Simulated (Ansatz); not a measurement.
Basis-set extrapolation for C$_{3}$H$_{9}$AlFN, SMILES `CC(C)[NH][AlH][F]` (PBE0-D4/def2-TZVP geometry, frozen core, the Gaussian-basis code of Ansatz). Multiplicity 1, RHF reference.

```csv
,def2-TZVPP,def2-QZVPP
HF,-514.885915,-514.906807
MP2 correlation,-1.070556,-1.149120
CCSD(T) correlation,-1.157395,not run
```

Energies in hartree. Use E(X) = E(∞) + A·exp(−7.88·√X) for Hartree–Fock and E(X) = E(∞) + B·X^(−2.97) for correlation, with X = 3 and 4, and add CCSD(T) minus MP2 of the smaller set to the MP2 limit.

What is the CCSD(T) energy at the basis-set limit?

HF limit: -514.906807 + (-0.020892) × 0.13774 = -514.90968. MP2 limit: -1.149120 + (-0.078564) × 0.74074 = -1.20732. Higher-order term: -1.157395 − (-1.070556) = -0.08684. Total: -516.20384 hartree, 421.5 kJ/mol below CCSD(T)/def2-TZVPP.
